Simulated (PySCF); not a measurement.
C₃H₃, SMILES c1c[cH+]1, charge +1. Atoms are numbered in the order given.

```xyz
6

C      0.7895     0.0000     0.0000
C     -0.3948     0.6838     0.0000
C     -0.3948    -0.6838     0.0000
H      1.8794     0.0000     0.0000
H     -0.9397     1.6276     0.0000
H     -0.9397    -1.6276     0.0000
```
Charge +1, spin multiplicity 1.

The structure is a stationary point at PBE-D3(BJ)/def2-TZVP.

The numbers are results of PBE0/pcJ-1 (PySCF), not measurements.

Isotropic couplings with Fermi-contact, spin-dipole and both spin-orbit terms, one fixed conformer, no vibrational averaging. Isotopes: 13C, 1H.

| pair | bonds apart | J (Hz) |
|---|---|---|
| C1–C2 | 1 | 26.0 |
| C1–C3 | 1 | 26.0 |
| C1–H4 | 1 | 268.2 |
| C2–C3 | 1 | 26.0 |
| C2–H5 | 1 | 268.2 |
| C3–H6 | 1 | 268.2 |
| C1–H5 | 2 | (withheld) |
| C1–H6 | 2 | (withheld) |
| C2–H4 | 2 | (withheld) |
| C2–H6 | 2 | (withheld) |
| C3–H4 | 2 | (withheld) |
| C3–H5 | 2 | (withheld) |
| H4–H5 | 3 | (withheld) |
| H4–H6 | 3 | (withheld) |
| H5–H6 | 3 | (withheld) |

What belongs in the gaps? (Estimate from the structure and the level; the computed values follow.)


- C1–H5, J (Hz): 1.5
- C1–H6, J (Hz): 1.5
- C2–H4, J (Hz): 1.5
- C2–H6, J (Hz): 1.5
- C3–H4, J (Hz): 1.5
- C3–H5, J (Hz): 1.5
- H4–H5, J (Hz): -0.4
- H4–H6, J (Hz): -0.4
- H5–H6, J (Hz): -0.4
